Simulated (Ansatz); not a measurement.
Reaction (ligand exchange at the Si–C bond): `C[SiH](C)C` + `BN` → `BN[SiH](C)C` + CH₄

Isolated molecules relaxed with PBE0-D4/def2-TZVP in Ansatz; ΔE leaves out vibrations. CCSD(T)/CBS adds triple-zeta CCSD(T) − MP2 to the extrapolated MP2 energy (def2 sets, frozen cores). This one scheme is used for every species. Functionals use def2-TZVPP. B3LYP here is the variant with VWN-RPA as its local correlation; programs differ in this. Each species was taken in one conformer, which may not be the lowest.

```json
{"level": "r2SCAN-D4", "ΔE (kJ/mol)": "-53.1", "difference from CCSD(T)/CBS": "2.3"}
{"level": "B97M-V", "ΔE (kJ/mol)": "-56.6", "difference from CCSD(T)/CBS": "-1.2"}
{"level": "B3LYP-D4", "ΔE (kJ/mol)": "-55.4", "difference from CCSD(T)/CBS": "0.0"}
{"level": "PBE", "ΔE (kJ/mol)": "-44.3", "difference from CCSD(T)/CBS": "11.1"}
{"level": "BLYP", "ΔE (kJ/mol)": "-48.8", "difference from CCSD(T)/CBS": "6.6"}
{"level": "PBE0", "ΔE (kJ/mol)": "-46.6", "difference from CCSD(T)/CBS": "8.8"}
{"level": "RPA@PBE/def2-TZVPP", "ΔE (kJ/mol)": "-54.5", "difference from CCSD(T)/CBS": "0.9"}
{"level": "CCSD(T)/def2-SVP", "ΔE (kJ/mol)": "-52.9", "difference from CCSD(T)/CBS": "2.5"}
{"level": "MP2/def2-TZVPP", "ΔE (kJ/mol)": "-56.8", "difference from CCSD(T)/CBS": "-1.4"}
{"level": "HF/CBS(def2)", "ΔE (kJ/mol)": "-58.9", "difference from CCSD(T)/CBS": "-3.5"}
{"level": "CCSD(T)/CBS", "ΔE (kJ/mol)": "-55.4", "difference from CCSD(T)/CBS": "0"}
```

Largest T1 diagnostic among the species: 0.012.

The D4 term adds −4.6 kJ/mol with B3LYP and −2.6 kJ/mol with PBE0; it sums over pairs of atoms, weighted by their polarisabilities, and B3LYP, whose exchange is more repulsive, gets the larger term. Leaving LDA and LC-ωPBE aside and taking each functional with its dispersion term where it has one, the values, not all of them listed here, spread over 11.4 kJ/mol, from BHLYP-D4 to PBE-D4.
